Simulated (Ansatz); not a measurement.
Basis-set extrapolation for `N[Si@H](Cl)[Si@@H](N)O` (PBE0-D4/def2-TZVP geometry, frozen core, Ansatz). Multiplicity 1, RHF reference.

|  | def2-TZVPP | def2-QZVPP |
| --- | --- | --- |
| HF | -1225.501688 | -1225.542181 |
| MP2 correlation | -1.099195 | -1.189859 |
| CCSD(T) correlation | -1.198036 | not run |

Energies in hartree. Use E(X) = E(∞) + A·exp(−7.88·√X) for Hartree–Fock and E(X) = E(∞) + B·X^(−2.97) for correlation, with X = 3 and 4, and add CCSD(T) minus MP2 of the smaller set to the MP2 limit.

Q: What is the CCSD(T) energy at the basis-set limit?

A: HF limit: -1225.542181 + (-0.040493) × 0.13774 = -1225.54776. MP2 limit: -1.189859 + (-0.090664) × 0.74074 = -1.25702. Higher-order term: -1.198036 − (-1.099195) = -0.09884. Total: -1226.90362 hartree, 535.3 kJ/mol below CCSD(T)/def2-TZVPP.
